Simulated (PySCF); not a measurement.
C4H3FOS, SMILES c1(cc(cs1)F)O.

Coordinates come from a ωB97X-D3(BJ)/def2-SVP optimisation. Other conformers were not sampled.

Method: ωB97X/def2-TZVP (PySCF).

Symmetry labels are those of the subgroup Cs that the program uses (full group Cs).

Task: List the valence orbital energies around the gap with their symmetry. (Estimate from the structure and the level; the computed values follow.)

Result: 
```
orbital  symmetry  energy (eV)
-------  --------  -----------
HOMO−7         A'       -15.42
HOMO−6         A"       -14.96
HOMO−5         A'       -13.50
HOMO−4         A'       -13.29
HOMO−3         A"       -12.56
HOMO−2         A'       -12.44
HOMO−1         A"        -9.59
HOMO           A"        -8.61
LUMO           A"         1.84
LUMO+1         A'         1.87
LUMO+2         A'         3.58
LUMO+3         A"         3.82
```
